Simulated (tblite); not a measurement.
Species: C₅H₁₁N₂Si (doublet state).
Cartesian coordinates in Å at the GFN2-xTB level; atoms count from 1:
```xyz
19
C5H11N2Si angstrom
C     -2.4909   -1.5201    1.8595
C     -1.4002   -1.2367    1.2395
C     -1.2577   -0.2792    0.0326
C     -0.5268   -1.0051   -1.0985
N      0.8848   -0.8494   -0.8374
Si     1.2364    0.4885    0.1843
C      2.1565    1.9837   -0.5227
N     -0.4437    0.8487    0.3680
H     -3.5202   -1.2517    1.7679
H     -0.4371   -1.6387    1.5244
H     -2.2565    0.0430   -0.2802
H     -0.8144   -0.5604   -2.0618
H     -0.8023   -2.0655   -1.1169
H      1.4846   -1.2262   -1.5496
H      1.9294   -0.0250    1.3790
H      1.6493    2.4238   -1.3754
H      2.2749    2.7553    0.2299
H      3.1509    1.6889   -0.8398
H     -0.8269    1.4352    1.0896
```

All values are computed: GFN2-xTB (tblite) harmonic vibrations without scaling, gas phase. The method is semi-empirical: single wavenumbers can be off by several per cent or more. Modes of hydrogen on silicon can be 10 to 20 % off. One conformer, not necessarily the lowest. Open shells enter through the occupations alone, without spin polarisation, and single modes of such species can be off by tens of per cent.

Harmonic wavenumbers (cm⁻¹): 64.5, 92.5, 100.9, 108.9, 154.2, 230.3, 302.2, 333.6, 351.2, 374.1, 469.0, 528.8, 594.3, 636.8, 690.6, 706.8, 745.6, 754.5, 785.6, 821.8, 860.5, 885.2, 897.9, 946.6, 965.1, 1022.3, 1094.0, 1146.5, 1168.9, 1178.8, 1212.3, 1256.8, 1272.4, 1309.5, 1356.2, 1375.7, 1485.6, 1488.1, 1498.8, 1727.2, 2168.1, 2850.9, 2914.1, 2921.5, 3029.8, 3044.0, 3056.5, 3060.7, 3162.2, 3488.1, 3503.4.

A = 3799, B = 1116, C = 1000 MHz; mass 127.069 u (most abundant isotopes); point group C1, symmetry number 1; spin multiplicity 2.

Question: Zero-point energy?

Answer: Half the sum of the wavenumbers: 33097 cm⁻¹ = 395.93 kJ/mol.

Question: What is S at 500 K and 1 bar for an ideal gas of classical rigid rotors and harmonic oscillators?

Answer: Translation 180.02, rotation 126.61, vibration 209.34, spin (R ln 2) 5.76: S = 521.7 J/(mol K).

Question: And Cp and H(500 K) − H(0)?

Answer: Cp = 244.24 J/(mol K), of which vibrations give 210.98 (their classical limit is 51 R = 424.0); H(500 K) − H(0) = 71.36 kJ/mol without the zero-point energy, 54.73 from vibrations.

Question: Blend soft modes into free rotors: weight 1/[1 + (100 cm⁻¹/ν̃)⁴] for the oscillator and the rest for a rotor with moment μB/(μ + B), μ = h/(8π²ν), B = 10⁻⁴⁴ kg m². What vibrational entropy results?

Answer: 196.56 J/(mol K) in place of 209.34, which changes −T·S at 500 K by +6.39 kJ/mol.

Question: What must be added to the electronic energy to get the Gibbs energy at 500 K and 1 bar?

Answer: ZPE + [H(500 K) − H(0)] − T·S = 395.93 + 71.36 − 260.87 = 206.42 kJ/mol.

Question: Which modes carry the vibrational entropy at 500 K?

Answer: 64.5 cm⁻¹: 22.33; 92.5 cm⁻¹: 19.34; 100.9 cm⁻¹: 18.63; 108.9 cm⁻¹: 18.00; 154.2 cm⁻¹: 15.14; 230.3 cm⁻¹: 11.89 J/(mol K); the other 45 give 104.02 together.

Hindered rotation and anharmonicity are outside this model. Other conformers, if any are populated, would add a mixing term that is left out. The structure is chiral; the term R ln 2 for an equal mix with its mirror image is left out.

The run took 0.63 s of wall time on an Arm Neoverse V2 with one thread, shared host with 96 logical CPUs at a one-minute load of 61. This covers the Hessian and the dipole derivatives.
